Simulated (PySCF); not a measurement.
PySCF 2.14 output of an unrestricted LDA calculation on a single atom or ion in aug-cc-pVTZ-DK, with scalar relativity by spin-free X2C-1e:

```
SCF conv_tol = 1e-09
number electrons alpha = 7  beta = 5
    P. A. M. Dirac.,  Math. Proc. Cambridge Philos. Soc. 26, 376 (1930)
    F. Bloch.,  Z. Phys. 57, 545 (1929)
    S. H. Vosko, L. Wilk, and M. Nusair.,  Can. J. Phys. 58, 1200 (1980)
cycle= 1 E= -199.191686004428  delta_E= -0.00656  |g|= 0.0339  |ddm|= 1.53
cycle= 2 E= -199.192008797934  delta_E= -0.000323  |g|= 0.0112  |ddm|= 0.239
cycle= 3 E= -199.192044900727  delta_E= -3.61e-05  |g|= 0.000419  |ddm|= 0.0685
cycle= 4 E= -199.192045142846  delta_E= -2.42e-07  |g|= 1.37e-05  |ddm|= 0.0132
cycle= 5 E= -199.192045143198  delta_E= -3.51e-10  |g|= 4.71e-07  |ddm|= 0.000467
converged SCF energy = -199.192045143198  <S^2> = 2.0000254  2S+1 = 3.0000169
```

The run itself started from symmetry-adapted Hartree-Fock orbitals and held the occupation by maximum overlap, on a logarithmic radial grid, so the iterations belong to that start.

Which element, charge and spin multiplicity is this?

Mg (magnesium, neutral), multiplicity 3; the state was [Ne] 3p2, high-spin 3P determinant (an excited configuration).
